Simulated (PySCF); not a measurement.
## Ga: excitation energy

Ga [Ar] 3d10 4s2 4p1 (2P) → Ga [Ar] 3d10 4s1 4p2 (4P), as a difference of total energies. All numbers are calculated (PySCF 2.14, scalar relativity through the core potential, in aug-cc-pV5Z-PP with ECP10MDF). Correlated levels: valence: 3s2 3p6 3d10 frozen. The calculations carry no spin-orbit coupling.

```tsv
method	excitation energy (cm⁻¹)
UHF	26490
LDA	43120
PBE	41049
PBE0	38327
r2SCAN	37600
PW91	41052
M06-L	42924
BP86	41627
MP2 (valence)	32709
SCS-MP2 (valence)	35117
```
